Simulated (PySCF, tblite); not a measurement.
Isomers of C6H11FN (doublet state), one GFN2-xTB conformer each. Single-point energies are computed at B3LYP/pcH-1 (PySCF, gas phase, no added dispersion term), electronic only. GFN2-xTB treats the open shell by occupation alone, and not every SCF solution was tested for stability.

Question: Rank them by B3LYP/pcH-1 energy, lowest first (kJ/mol).
A. `[CH3:1][CH2:2][N:3][C@@H:4]1[CH2:5][CH2:6][C@H:7]1[F:8]` (doublet state) with C1–C2–N3–C4 173°, C2–N3–C4–C5 -171°, N3–C4–C5–C6 -131°, C4–C5–C6–C7 13°, C5–C6–C7–F8 -131°, N3–C4–C7–C6 131°
B. `[CH3:1][C:2]1[CH2:3][C@@H:4]([NH2:5])[C@@:6]1([CH3:7])[F:8]` (doublet state) with C3–C4–N5–H 175° and 56°
C. `[CH3:1]/[CH:2]=[CH:3]/[C@H:4]([F:5])[CH2:6][N:7][CH3:8]` (doublet state) with C2–C3–C4–F5 9°, C3–C4–C6–N7 -75°, C4–C6–N7–C8 122°
D. `[CH3:1]/[CH:2]=[CH:3]/[C:4]([F:5])[CH2:6][NH:7][CH3:8]` (doublet state) with C2–C3–C4–F5 -179°, C3–C4–C6–N7 -90°, C4–C6–N7–C8 71°
E. `[CH3:1][CH2:2][C@@H:3]1[CH:4][NH:5][CH2:6][C@@H:7]1[F:8]` (doublet state) with C1–C2–C3–C4 -164°, C2–C3–C4–N5 -105°, C3–C4–N5–C6 4°, C4–N5–C6–C7 -22°, N5–C6–C7–F8 154°

Answer: E (0.0), D (12.8), B (38.8), C (65.1), A (70.0).

As drawn, the lowest has an N–H bond, which the highest lacks; the highest has a four-membered ring, which the lowest lacks. Neighbours under 21 kJ/mol apart (CC[C@@H]1[CH]NC[C@@H]1F and C/C=C/[C](F)CNC; C/C=C/[C@H](F)C[N]C and CC[N][C@@H]1CC[C@H]1F) can change places with a better method, another conformer or zero-point energy. GFN2-xTB itself gives, in the same order: 0.0, 55.7, 71.8, 108.7, 51.5. Both levels put the same isomer lowest; measured from each level's own lowest isomer, the values differ by up to 43.6 kJ/mol (C/C=C/[C@H](F)C[N]C: 108.7 against 65.1).

Question: What happens when harmonic zero-point energies from GFN2-xTB frequencies are added?

Answer: 
```csv
SMILES,ZPE (kJ/mol),electronic (kJ/mol),with ZPE (kJ/mol)
CC[C@@H]1[CH]NC[C@@H]1F,421.4,0.0,0.0
C/C=C/[C](F)CNC,413.7,12.8,5.2
C[C]1C[C@@H](N)[C@@]1(C)F,413.3,38.8,30.7
C/C=C/[C@H](F)C[N]C,408.0,65.1,51.6
CC[N][C@@H]1CC[C@H]1F,416.0,70.0,64.6
```

The zero-point energies span 13.4 kJ/mol. The order is unchanged.

Question: As an exercise, what shares would exp(−E/RT) give at 1000 K from these electronic energies alone (no entropy, no degeneracies)?

Answer: RT = 8.314 kJ/mol: CC[C@@H]1[CH]NC[C@@H]1F 81.7 %, C/C=C/[C](F)CNC 17.5 %, C[C]1C[C@@H](N)[C@@]1(C)F 0.8 %, C/C=C/[C@H](F)C[N]C under 0.1 %, CC[N][C@@H]1CC[C@H]1F under 0.1 %.
